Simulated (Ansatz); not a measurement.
A run for Ansatz (a first-principles code): U-CCSD(T)/cc-pV(D+d)Z on BClFH (SMILES FBCl), a point of a bond scan (R = 1.315 Å). Files ending in .json are basis or fitting sets from the Basis Set Exchange.

Ansatz 0.2 input:
```yaml
crystal:
  periodic: [false, false, false]
  atoms:
    - {symbol: B, position_ang: [-0.07933766, -0.65470035, 0.43067308]}
    - {symbol: H, position_ang: [-0.79951848, -1.57852358, 0.61104942]}
    - {symbol: F, position_ang: [1.03254535, -0.53452718, 1.12257604]}
    - {symbol: Cl, position_ang: [-0.47627655, 0.56839823, -0.75691760]}
basis:
  gaussian:
    orbitals: cc-pV_D+d_Z.json
correlation: {method: ccsd_t, electrons: outside_noble_gas}
scf: {omitted_lower_state_checks: [cluster_reference]}
magnetization: {spin_polarized: true, initial_magnetization: 0}
```

The log:

```
WARN ansatz: RAYON_NUM_THREADS=1 ignored (pool sized by the plan → 1); use --threads N
Functional definition: HF
these checks for a lower state are left out or cut short: cluster_reference
integrals: 0.04 GiB planned
540 factors; integrals over basis functions are off by at most 8.3e-4 eV
mean field: 0.14 GiB planned
mean field evaluation 1: about -15898.4895 eV, gradient 1.7e1 eV
mean field evaluation 2: about -15898.5564 eV, gradient 1.7e1 eV
mean field evaluation 4: about -15899.8748 eV, gradient 1.4e0 eV
mean field evaluation 8: about -15899.8986 eV, gradient 1.2e-4 eV
mean field -15899.89858333 eV, -584.3104955991 hartree, gradient 1.1e-6 eV, S^2 0.000000; 0 other end points of the search recorded, 0 dependent functions left out
7 core orbitals not correlated
reference -15899.89858333 eV, -584.3104955991 hartree; 9, 9 occupied and 40, 40 virtual orbitals, 540 factors
second order -11.09538019 eV of doubles, -0.00000000 eV of singles
coupled cluster: 0.15 GiB planned
cycle   1  -11.41820634 eV  change   -3.2e-1 eV  update   7.8e-2
cycle   2  -11.66259892 eV  change   -2.4e-1 eV  update   2.2e-2
cycle   3  -11.73128454 eV  change   -6.9e-2 eV  update   1.3e-2
cycle   4  -11.72884938 eV  change    2.4e-3 eV  update   3.2e-3
cycle   5  -11.72654921 eV  change    2.3e-3 eV  update   1.2e-3
cycle   6  -11.72660517 eV  change   -5.6e-5 eV  update   3.2e-4
cycle   7  -11.72656476 eV  change    4.0e-5 eV  update   6.5e-5
cycle   8  -11.72656845 eV  change   -3.7e-6 eV  update   2.0e-5
perturbative correction -0.25596400 eV, -0.0094065036 hartree
Total energy: -15911.88111579 eV, -584.7508455448 hartree
Checks for a lower state left out: cluster_reference
```

The calculation finished and met its thresholds.

Cost: very roughly 2.2 core-seconds.
